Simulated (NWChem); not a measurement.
# AuH2OCl; SMILES [Au](<-[OH2])[Cl]

Computed with NWChem. Medium grid unless said otherwise, to which SCAN and Minnesota functionals are sensitive. Coordinates come from a PBE0/def2-SVP optimisation. def2 effective core potentials on Au; no spin-orbit coupling. Hybrids' shares of exact exchange are those that their runs print; pure functionals count as 0. The functionals differ in more than this share.

| row | share of exact exchange | highest occupied level (eV) |
|---|---|---|
| PBE/def2-SVP | 0.00 | -5.63 |
| KT2/def2-SVP | 0.00 | -5.76 |
| B3LYP/def2-SVP | 0.20 | withheld |
| BHandHLYP/def2-SVP | 0.50 | -8.12 |
| M06-2X/def2-SVP | 0.54 | -8.26 |
| M05-2X/def2-SVP | 0.56 | -8.38 |

Q: Fit a straight line of the last column on the one before it, predict the withheld value, and compare with the run.

A: 
1. Means of the 5 shown rows: x = 0.320, y = -7.230. Slope Σ(x − x̄)(y − ȳ)/Σ(x − x̄)² = -1.645/0.3432 = -4.794; intercept -5.696.
2. The shown rows scatter about the line by 0.044 (root mean square); the largest residual is +0.07, at PBE/def2-SVP.
3. At x = 0.20 (B3LYP/def2-SVP; inside the shown range) the line gives -6.65.
4. The run gives -6.68, -0.03 from the line, 0.7 times the scatter.
